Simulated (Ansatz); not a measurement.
Geometry optimisation, RKS PBE0/6-31G in Ansatz.

Input:

```yaml
crystal:
  periodic: [false, false, false]
  atoms:
    - { symbol: C, position_ang: [1.6807, -1.9172, -0.8375] }
    - { symbol: Si, position_ang: [1.1568, -0.1972, -0.1898] }
    - { symbol: C, position_ang: [1.2258, 1.0939, -1.5449] }
    - { symbol: C, position_ang: [-0.5255, -0.2491, 0.5273] }
    - { symbol: O, position_ang: [-1.0915, 0.9828, 1.0041] }
    - { symbol: Si, position_ang: [-2.6131, 1.0561, 1.6973] }
    - { symbol: H, position_ang: [0.9809, -2.1795, -1.6464] }
    - { symbol: H, position_ang: [1.6285, -2.6105, -0.0655] }
    - { symbol: H, position_ang: [2.6535, -1.8435, -1.2098] }
    - { symbol: H, position_ang: [2.1181, 0.1654, 0.9165] }
    - { symbol: H, position_ang: [0.9934, 2.0829, -1.1205] }
    - { symbol: H, position_ang: [2.2877, 1.152, -1.9321] }
    - { symbol: H, position_ang: [0.5175, 0.8876, -2.3619] }
    - { symbol: H, position_ang: [-0.6141, -0.9866, 1.3603] }
    - { symbol: H, position_ang: [-1.262, -0.6424, -0.2607] }
    - { symbol: H, position_ang: [-2.9141, 2.4577, 2.1517] }
    - { symbol: H, position_ang: [-2.6453, 0.1473, 2.8593] }
    - { symbol: H, position_ang: [-3.6149, 0.6117, 0.7045] }
basis:
  gaussian: { orbitals: "6-31G" }
hamiltonian:
  xc: pbe0
relax:
  f_tol: 0.015
  max_steps: 40
```

Run as:

```bash
$ ansatz run input.yaml --threads 1 --pin off --max-ram 2048MiB --backend cpu --events-out ev --progress --plain --runs-dir out
```

Problem. Where does it end, and by what steps?

Solution. The forces met the threshold. Limits of this set-up: no polarisation functions. After 8 steps the energy has fallen by 0.495 eV; H16 moved furthest, 0.36 Å.

| step | energy less start (eV) | largest force component (eV/Å) | accepted |
| --- | --- | --- | --- |
| 0 | 0.0000 | 3.512 | yes |
| 1 | -0.4044 | 1.189 | yes |
| 2 | -0.4792 | 0.284 | yes |
| 3 | -0.4881 | 0.096 | yes |
| 4 | -0.4924 | 0.113 | yes |
| 5 | -0.4941 | 0.080 | yes |
| 6 | -0.4946 | 0.027 | yes |
| 7 | -0.4948 | 0.021 | yes |
| 8 | -0.4948 | 0.008 | yes |

```xyz
18
Properties=species:S:1:pos:R:3
C 1.765 -1.909 -0.880
Si 1.158 -0.238 -0.173
C 1.156 1.135 -1.491
C -0.631 -0.442 0.504
O -1.034 0.878 0.957
Si -2.581 1.158 1.699
H 1.131 -2.234 -1.712
H 1.752 -2.690 -0.112
H 2.791 -1.817 -1.251
H 2.037 0.158 0.987
H 0.679 2.026 -1.073
H 2.173 1.391 -1.804
H 0.590 0.824 -2.376
H -0.658 -1.169 1.330
H -1.307 -0.808 -0.285
H -2.615 2.615 2.033
H -2.739 0.326 2.948
H -3.705 0.809 0.753
```

Run time: 58 s on 1 CPU thread of a shared host.
